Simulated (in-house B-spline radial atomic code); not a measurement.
**How G0W0 and RPA depend on the start: Tl⁺**

Configuration [Xe] 4f14 5d10 6s2. Computed with an all-electron radial atomic-structure program (B-spline basis): all electrons, scalar-relativistic (spin-free one-electron X2C), finite nucleus, each spin shell either full or empty, empty states to l = 9 with an (l + 1/2)⁻⁴ tail; G0W0 by contour deformation at full frequency.

Without the two-electron picture change, the correlation of inner shells comes somewhat too large for so heavy an element.

| start | mean-field 6s (eV) | G0W0 (eV) | QP weight | RPA correlation (Eh) |
| --- | --- | --- | --- | --- |
| Hartree-Fock | -18.715 | -20.449 | 0.962 | -6.7753 |
| LDA VWN5 | -16.649 | ? | ? | ? |
| PBE | -16.273 | ? | ? | ? |
| PBE0 | -17.124 | -20.710 | 0.940 | -7.1214 |
| r2SCAN | -16.508 | -20.751 | 0.935 | -7.1693 |
| HSE06 | -16.750 | -20.734 | 0.935 | -7.1323 |
| B3LYP (VWN-RPA) | -17.111 | -20.802 | 0.937 | -7.1489 |
| SCAN | -16.790 | -20.829 | 0.937 | -7.1793 |
| TPSS | -16.168 | -20.787 | 0.925 | -7.2323 |
| BHandHLYP | -17.952 | -20.662 | 0.949 | -7.0002 |
| CAM-B3LYP | -18.537 | -20.779 | 0.951 | -7.0963 |
| LC-wPBE | -19.570 | -20.691 | 0.959 | -7.1032 |
| wB97X | -19.324 | -20.701 | 0.958 | -7.0718 |
| PBEsol | -16.340 | -20.829 | 0.926 | -7.2556 |
| BLYP | -16.266 | -20.886 | 0.923 | -7.2542 |
| r2SCAN0 | -17.363 | -20.675 | 0.945 | -7.0656 |
| LDA exchange-only | -15.408 | -20.936 | 0.917 | -7.2595 |

Problem. What G0W0 level, weight and RPA correlation energy follow from the PBE start?

Solution. G0W0 level -20.817 eV, weight 0.924, RPA correlation -7.2522 hartree.

Problem. What G0W0 level, weight and RPA correlation energy follow from the LDA VWN5 start?

Solution. G0W0 level -20.885 eV, weight 0.928, RPA correlation -7.2599 hartree.

Problem. How much of the dependence on the start does G0W0 remove?

Solution. The mean-field levels span 4.16 eV and the G0W0 levels 0.487 eV. Against 20.428 eV (NIST, measured) the G0W0 removal energies are off by +0.02 to +0.51 eV, with spin-orbit coupling, Breit and QED terms left out.
